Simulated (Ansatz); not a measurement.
CuN3F3H9⁻ (relaxed from a model of mer-[CuF3(NH3)3]-, whose bonding it doesn't keep). Charge -1, multiplicity 2. Geometry B3LYP-D4/def2-SVPD, basis def2-TZVPD, Ansatz.

```tsv
atom	x (Å)	y (Å)	z (Å)
Cu1	0.233	-0.055	1.131
F2	2.015	-0.654	1.406
F3	-1.312	0.897	1.625
F4	-0.493	-1.628	0.338
N5	1.109	1.701	0.388
N6	1.683	-0.625	-1.481
N7	-3.311	-0.744	0.099
H8	0.480	2.497	0.396
H9	1.346	1.395	-0.560
H10	1.962	1.882	0.909
H11	2.123	-1.115	-2.256
H12	0.799	-1.104	-1.274
H13	2.234	-0.803	-0.634
H14	-2.981	0.022	0.696
H15	-3.418	-0.336	-0.830
H16	-2.468	-1.329	0.046
```

```tsv
run	HOMO (eV)	LUMO (eV)
A	-3.07	1.93
B	-1.59	0.41
C	-1.14	0.17
D	-1.24	0.04
```

In the doublet geometry the species has come apart into loosely held pieces. No other spin state of charge -1 was run. Another isomer (doublet) lies 0.08 eV lower at PBE0-D4/def2-TZVPD; other spin states weren't run for this one.

HOMO and LUMO are taken over both spins.

Task: The runs used PBE, PBE0, r2SCAN, revPBE. Estimate which is which.

Result: A PBE0 (25 % exact exchange); B r2SCAN (0 % exact exchange); C revPBE (0 % exact exchange); D PBE (0 % exact exchange). Exact exchange lowers occupied and raises empty levels; among semilocal functionals meta-GGAs tend to open the gap a little, and such runs are hard to tell apart. The gap grows from 1.28 eV (PBE) to 5.00 eV (PBE0).
